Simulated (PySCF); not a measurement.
Si(OSiH3)(F)2(Me) (CH6F2OSi2), SMILES F[Si](F)(C)O[SiH3]. Atoms are numbered in the order given.

```xyz
12

C      1.9524    -1.1868     0.7997
Si     0.7208     0.0717     0.2716
F      1.3799     1.1222    -0.7660
F      0.2233     0.9671     1.5250
O     -0.5909    -0.6043    -0.4241
Si    -2.1621    -0.2238    -0.8462
H      1.5083    -1.8707     1.5390
H      2.8330    -0.7062     1.2522
H      2.2850    -1.7812    -0.0650
H     -3.0700    -0.5471     0.2878
H     -2.2648     1.2256    -1.1729
H     -2.5289    -1.0399    -2.0330
```

Coordinates come from a ωB97X-D3(BJ)/def2-SVP optimisation. The values are those of a single conformer.

Level of theory: TDA-M06-2X/def2-SVPD (PySCF).

Vertical excitations. The molecule is in vacuum.

```csv
state,energy (eV),λ (nm),f,main pairs
S1,7.89,157,0.002,"HOMO→LUMO 66 %, HOMO→LUMO+1 16 %, HOMO→LUMO+2 13 %"
S2,8.04,154,0.008,"HOMO−1→LUMO 65 %, HOMO−1→LUMO+1 16 %, HOMO−1→LUMO+2 14 %"
S3,8.97,138,0.098,HOMO→LUMO+1 78 %
S4,9.09,136,0.091,HOMO−1→LUMO+1 76 %
S5,9.14,136,0.003,"HOMO→LUMO+3 31 %, HOMO−1→LUMO+4 29 %, HOMO→LUMO+6 12 %, HOMO−1→LUMO+5 8 %"
S6,9.34,133,0.242,HOMO−2→LUMO 79 %
S7,9.72,128,0.020,"HOMO→LUMO+4 39 %, HOMO→LUMO+5 12 %, HOMO−3→LUMO 11 %, HOMO→LUMO+2 10 %"
S8,9.85,126,0.059,"HOMO−1→LUMO+4 24 %, HOMO→LUMO+3 18 %, HOMO−1→LUMO+5 10 %, HOMO−4→LUMO 9 %"
S9,9.86,126,0.069,"HOMO−1→LUMO+3 26 %, HOMO→LUMO+4 12 %, HOMO→LUMO+5 12 %, HOMO−1→LUMO+6 11 %"
S10,10.04,123,0.149,"HOMO→LUMO+2 40 %, HOMO−1→LUMO+3 18 %, HOMO→LUMO 10 %"
T1,7.54,164,0,"HOMO→LUMO 60 %, HOMO→LUMO+1 17 %, HOMO→LUMO+2 15 %"
T2,7.67,162,0,"HOMO−1→LUMO 59 %, HOMO−1→LUMO+1 18 %, HOMO−1→LUMO+2 16 %"
T3,8.73,142,0,"HOMO→LUMO+1 54 %, HOMO→LUMO+2 10 %"
T4,8.81,141,0,"HOMO−1→LUMO+1 27 %, HOMO→LUMO+3 20 %, HOMO→LUMO+5 11 %, HOMO→LUMO+6 9 %"
```
Triplets are in the Tamm–Dancoff approximation.
